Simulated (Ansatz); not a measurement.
Geometry optimisation, RHF/def2-SVP in Ansatz.

The input (input.yaml):

```yaml
crystal:
  periodic: [false, false, false]
  atoms:
    - { symbol: O, position_ang: [-1.6629, 0.6538, 0.754] }
    - { symbol: C, position_ang: [-0.8368, -0.347, 0.4309] }
    - { symbol: Al, position_ang: [0.883, 0.4213, -0.1492] }
    - { symbol: S, position_ang: [2.6851, -0.9508, -0.7342] }
    - { symbol: Br, position_ang: [1.2233, 2.7651, -0.2188] }
    - { symbol: H, position_ang: [-2.5618, 0.2828, 1.0153] }
    - { symbol: H, position_ang: [-0.6409, -0.9838, 1.328] }
    - { symbol: H, position_ang: [-1.2024, -0.9377, -0.4093] }
    - { symbol: H, position_ang: [2.2018, -0.9499, -2.0337] }
basis:
  gaussian: { orbitals: def2-SVP }
hamiltonian:
  xc: hf
relax:
  f_tol: 0.015
  max_steps: 40
```

Command:

```bash
$ ansatz run input.yaml --threads 2 --pin off --max-ram 3072MiB --backend cpu --events-out ev --progress --plain --runs-dir out
```

Problem. Where does it end, and by what steps?

Solution. The forces met the threshold. The force dipped under the threshold on the way, but the program's further checks kept it going. After 20 steps the energy has fallen by 0.700 eV; H9 moved furthest, 1.22 Å.

| step | energy less start (eV) | largest force component (eV/Å) | accepted |
| --- | --- | --- | --- |
| 0 | 0.0000 | 4.836 | yes |
| 1 | -0.4129 | 1.176 | yes |
| 2 | -0.4570 | 0.619 | yes |
| 3 | -0.4652 | 0.347 | yes |
| 4 | -0.4681 | 0.021 | yes |
| 5 | -0.4684 | 0.010 | yes |
| 6 | -0.4692 | 0.019 | yes |
| 7 | -0.4721 | 0.068 | yes |
| 8 | -0.4792 | 0.153 | yes |
| 9 | -0.4924 | 0.241 | yes |
| 10 | -0.5133 | 0.341 | yes |
| 11 | -0.5416 | 1.017 | yes |
| 12 | -0.5902 | 0.974 | yes |
| 13 | -0.6427 | 0.492 | yes |
| 14 | -0.6810 | 0.429 | yes |
| 15 | -0.6891 | 0.269 | yes |
| 16 | -0.6942 | 0.350 | yes |
| 17 | -0.6997 | 0.030 | yes |
| 18 | -0.6998 | 0.072 | yes |
| 19 | -0.7002 | 0.022 | yes |
| 20 | -0.7003 | 0.013 | yes |

```xyz
9
Properties=species:S:1:pos:R:3
O -1.655 0.702 0.972
C -0.921 -0.366 0.433
Al 0.747 0.299 -0.382
S 2.215 -1.191 -1.024
Br 1.212 2.487 -0.714
H -2.463 0.387 1.347
H -0.671 -1.115 1.197
H -1.496 -0.909 -0.332
H 3.120 -0.339 -1.516
```

Run time: 48 s on 2 threads of Arm Neoverse V1, on a shared host, peak memory 0.27 GiB.
